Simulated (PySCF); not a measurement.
Nonlinear optical response: `[C-]#[N+]C=C=C=Cn1cccc1`, C₉H₆N₂

Geometry:
```
atom   x (Å)   y (Å)   z (Å)
  C1   5.273  -1.077  -0.686
  N2   4.324  -0.387  -0.570
  C3   3.244   0.438  -0.436
  C4   1.993  -0.009  -0.339
  C5   0.798  -0.405  -0.244
  C6  -0.447  -0.866  -0.148
  N7  -1.579  -0.090  -0.011
  C8  -1.632   1.288   0.052
  C9  -2.945   1.653   0.188
 C10  -3.728   0.455   0.209
 C11  -2.863  -0.598   0.086
 H12   3.462   1.512  -0.412
 H13  -0.634  -1.945  -0.176
 H14  -0.720   1.877  -0.007
 H15  -3.315   2.673   0.264
 H16  -4.809   0.384   0.305
 H17  -3.035  -1.672   0.056
```

Method used: PySCF 2.14.0, quadratic response CAM-B3LYP/aug-cc-pVDZ first hyperpolarisability, Taylor convention, gas phase. Geometry: PBE0-D3(BJ)/def2-SVP.

(1) What is the first hyperpolarisability, and how does it disperse?

(2) Which lowest excitations, dipole and polarisabilities go with it?

Results:

(1) In au, Taylor convention; the vector part is βᵢ = ⅓ Σⱼ (βᵢⱼⱼ + βⱼᵢⱼ + βⱼⱼᵢ); β∥ is 3/5 of the vector part along the dipole, the dipole points from − to +:
| process | λ (nm) | β vector norm | β∥ | β HRS | depolarisation ratio |
| --- | --- | --- | --- | --- | --- |
| static β(0;0,0) | ∞ | 1824.9 | 1092.8 | 796.4 | 4.26 |
| second harmonic β(−2ω;ω,ω) | 1907 | 2135.8 | 1280.0 | 928.1 | 4.34 |
| Pockels β(−ω;ω,0) | 1907 | 1920.1 | 1150.2 | – | – |
| second harmonic β(−2ω;ω,ω) | 1064 | 3221.7 | 1932.7 | 1386.5 | 4.51 |
| Pockels β(−ω;ω,0) | 1064 | 2160.7 | 1294.9 | – | – |

(2) S1 3.99 eV (f = 0.935); S2 4.21 eV (f = 0.155); S3 4.46 eV (f = 0.000); dipole 4.41 D; isotropic α 158.8 au static, 160.5 au at 1907 nm, 164.7 au at 1064 nm, 166.2 au at 953.5 nm, 189.7 au at 532 nm.
